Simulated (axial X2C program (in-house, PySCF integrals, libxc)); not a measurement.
## Which molecule has these constants?

Calculated with an in-house relativistic program for diatomic molecules, spin-free (one-electron X2C) or two-component (2c: spin–orbit coupling with atomic mean-field Coulomb and Gaunt terms, which also bring small scalar terms), in Dyall basis sets with cores contracted in-house; open shells are unrestricted.

A two-component PBE0 calculation in a Dyall 3-zeta basis gave Re = 2.166 Å, ωe = 422.8 cm⁻¹, De = 1.38 eV, dipole magnitude 2.33 D, Ω = 5/2.

Which molecule is it?
A. CrB
B. CrGa
C. AlCr
D. CrIn

A. The others have CrGa 2.698 Å and 168.9 cm⁻¹ (Ω = 5/2); AlCr 2.712 Å and 221.2 cm⁻¹ (Ω = 5/2); CrIn 2.876 Å and 145.5 cm⁻¹ (Ω = 5/2).

Each entry is the lowest single determinant of a limited PBE0 search at one distance. De goes to single-determinant-based atoms at the same level (for ions the charge split of lowest energy) and is withheld (n/a) where an atom does not fit its ground term or J level. Main or longest-lived isotopes. One determinant is a doubtful description, or other states lie close, for CrB, CrGa, AlCr, CrIn; these need not be ground states, and all values refer to the states named. With several unpaired electrons the Ω given is that of one determinant, not necessarily of the lowest component. Some light 2c atoms are not at their ground J level, so De misses part of their lowering (0.04 eV or less). The functionals have no current term, which raises determinants with orbital currents.
